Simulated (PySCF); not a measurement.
Input for PySCF: R-HF/STO-3G on BrGaH2O2 (SMILES [OH][Ga]([OH])[Br]), a point of a torsion scan.

```python
from pyscf import gto, scf, dft, mp
from pyscf.data.elements import chemcore

mol = gto.M(
    atom='''
    O    -1.03394180   -1.06491118    0.46329451
    Ga    0.06124641    0.17702653    0.95982388
    O    -0.44670526    1.67149075    1.67784783
    Br    2.27523969   -0.21752101    1.02359728
    H    -1.39179176   -1.32476807   -0.38082671
    H    -1.36510602    1.91304522    1.78894426
    ''',
    basis='sto-3g',
    charge=0, spin=0, verbose=3, max_memory=1800)
mf = scf.RHF(mol)
mf.conv_tol = 1e-8
mf.max_cycle = 100
mf.kernel()
if not mf.converged:
    mf = mf.newton().run(mf.mo_coeff, mf.mo_occ)
```

It printed:

```
converged SCF energy = -4594.48178203878
```

The calculation finished and met its thresholds.

Cost: about 0.5 core-seconds (a rough figure).
